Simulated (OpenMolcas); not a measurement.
## Ionisation energies of iridium

- Program: OpenMolcas
- Basis: ANO-R2 [8s6p5d3f1g]
- Scalar Hamiltonian: X2C, finite nucleus
- Spin-orbit coupling: state interaction with AMFI integrals over the reference wave functions, term energies averaged over their components

Active shells in each charge state: the valence d, s shells, with orbitals averaged over the low states. Where CASPT2's correlated closed shells are named, they are those of the first ion.

A. CASSCF
B. MS-CASPT2, IPEA 0.25 Eh, imaginary shift 0.1 Eh (closed shells correlated: 5s 5p)
C. SS-CASPT2, IPEA 0.25 Eh, imaginary shift 0.1 Eh (closed shells correlated: 5s 5p)
D. MS-CASPT2, IPEA 0 Eh, imaginary shift 0.1 Eh (closed shells correlated: 5s 5p)
E. SS-CASPT2, IPEA 0.25 Eh, imaginary shift 0.1 Eh (closed shells correlated: 4f 5s 5p)
F. MS-CASPT2, IPEA 0.25 Eh, imaginary shift 0.1 Eh (closed shells correlated: 4f 5s 5p)

Energies in eV between the lowest computed levels, named as in B; reference values from the NIST Atomic Spectra Database with their kind.

| From | To | A | B | C | D | E | F | Spin-orbit share in B | Reference |
| --- | --- | --- | --- | --- | --- | --- | --- | --- | --- |
| Ir 5d7 6s2 4F 9/2 | Ir+ 5d7 6s 5F5 | 7.005 | 9.149 | 9.149 | 9.138 | 9.166 | 9.167 | +0.182 | 8.967 (measured) |
| Ir+ 5d7 6s 5F5 | Ir2+ 5d7 4F 9/2 | 15.903 | 17.339 | 17.339 | 17.450 | 17.408 | 17.408 | -0.274 | 17.000 (semi-empirical) |

Error against the reference values, in %:

```tsv
From	Reference	A	B	C	D	E	F
Ir	measured	-21.9	+2.0	+2.0	+1.9	+2.2	+2.2
Ir+	semi-empirical	-6.5	+2.0	+2.0	+2.6	+2.4	+2.4
```

Absolute error against the one measured value: A 1.96 eV, B 0.18 eV, C 0.18 eV, D 0.17 eV, E 0.20 eV, F 0.20 eV.

The lowest level within the active space need not be the ion's true ground level.
